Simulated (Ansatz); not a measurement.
C2H7BOSi, SMILES `CB1C[SiH2]O1`, relaxed with RKS PBE0-D4/def2-TZVP in Ansatz 0.2.0 from a PBE-D4/def2-SVP geometry. The force threshold is 0.005 eV/Å; the program also tests the step.

The species carries charge 0 and has multiplicity 1.

Start:

```xyz
12

C    -0.105   -1.977    0.000
B    -0.192   -0.413    0.039
C     0.929    0.720   -0.268
Si   -0.530    1.812    0.183
O    -1.347    0.282    0.385
H     0.287   -2.328   -0.978
H    -1.078   -2.468    0.197
H     0.628   -2.332    0.758
H     1.292    0.757   -1.315
H     1.808    0.724    0.407
H    -0.501    2.582    1.474
H    -1.192    2.640   -0.883
```

Problem. How much energy does the relaxation release, and in how many steps? (Estimate.)

Solution. Computed: 1.59 kcal/mol, in 10 steps.

Problem. Which bonds change most? (Estimate.)

Solution. Computed: Si4–O5 from 1.746 to 1.696 Å; C3–Si4 from 1.878 to 1.854 Å; C3–H9 from 1.109 to 1.091 Å.

Problem. Give the relaxed structure. (Best estimate.)

Solution. Computed: 
```xyz
12

C    -0.105   -1.961    0.000
B    -0.185   -0.406    0.046
C     0.929    0.722   -0.249
Si   -0.533    1.780    0.175
O    -1.329    0.296    0.377
H     0.204   -2.296   -0.996
H    -1.051   -2.442    0.254
H     0.669   -2.321    0.686
H     1.303    0.750   -1.273
H     1.780    0.725    0.434
H    -0.514    2.560    1.440
H    -1.168    2.594   -0.894
```
